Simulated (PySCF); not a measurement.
Electron correlation in Ag⁺ (silver, charge +1)

[Kr] 4d9 5p1, one real determinant (an excited configuration). All numbers are calculated (PySCF 2.14, a scalar-relativistic core potential, in def2-QZVPPD with the def2 core potential (28 electrons) (7s5p4d4f2g, 88 functions)). Frozen: 4s2 4p6; 10 electrons correlated.

```tsv
level	correlation energy (mhartree)
CCSD	-311.20
(T)	-10.58
CCSD(T)	-321.78
```

Diagnostics: T1 = 0.012, D1 = 0.0515, largest double amplitude 0.025.

The real determinant used has ⟨L²⟩ near 8 against 12 for a pure F term, so it mixes terms.

Cost of the coupled-cluster step: of the order of 60 core-seconds, for 10 correlated electrons.

Iterations:

```
CC2 = 0
CCSD nocc = (np.int64(6), np.int64(4)), nmo = (84, 84)
frozen orbitals [[0, 1, 2, 3], [0, 1, 2, 3]]
max_cycle = 100
direct = 0
conv_tol = 1e-08
conv_tol_normt = 1e-06
diis_space = 8
diis_start_cycle = 0
Init t2, MP2 energy = -0.325473637997438
Init E_corr(UCCSD) = -0.325473637997674
cycle = 1  E_corr(UCCSD) = -0.307321837720662  dE = 0.0181518003  norm(t1,t2) = 0.0414172
cycle = 2  E_corr(UCCSD) = -0.310527015571301  dE = -0.00320517785  norm(t1,t2) = 0.0141565
cycle = 3  E_corr(UCCSD) = -0.310872115390822  dE = -0.00034509982  norm(t1,t2) = 0.00787833
cycle = 4  E_corr(UCCSD) = -0.311127388220158  dE = -0.000255272829  norm(t1,t2) = 0.00294815
cycle = 5  E_corr(UCCSD) = -0.311148496282097  dE = -2.11080619e-05  norm(t1,t2) = 0.0024196
cycle = 6  E_corr(UCCSD) = -0.31116269958612  dE = -1.4203304e-05  norm(t1,t2) = 0.00152521
cycle = 7  E_corr(UCCSD) = -0.311221814108994  dE = -5.91145229e-05  norm(t1,t2) = 0.000855242
cycle = 8  E_corr(UCCSD) = -0.311201461749645  dE = 2.03523593e-05  norm(t1,t2) = 0.000296274
cycle = 9  E_corr(UCCSD) = -0.311199625952276  dE = 1.83579737e-06  norm(t1,t2) = 9.74693e-05
cycle = 10  E_corr(UCCSD) = -0.311202576532394  dE = -2.95058012e-06  norm(t1,t2) = 2.92382e-05
cycle = 11  E_corr(UCCSD) = -0.31120217386628  dE = 4.02666114e-07  norm(t1,t2) = 7.82484e-06
cycle = 12  E_corr(UCCSD) = -0.311202273953446  dE = -1.00087166e-07  norm(t1,t2) = 3.39527e-06
cycle = 13  E_corr(UCCSD) = -0.311202254699773  dE = 1.92536729e-08  norm(t1,t2) = 1.46949e-06
cycle = 14  E_corr(UCCSD) = -0.311202247165128  dE = 7.53464474e-09  norm(t1,t2) = 5.37125e-07
UCCSD converged
E(UCCSD) = -145.8551412087851  E_corr = -0.3112022471651283
UCCSD(T) correction = -0.0105758844980021
```

The reference is one real determinant that mixes LS terms of this configuration.
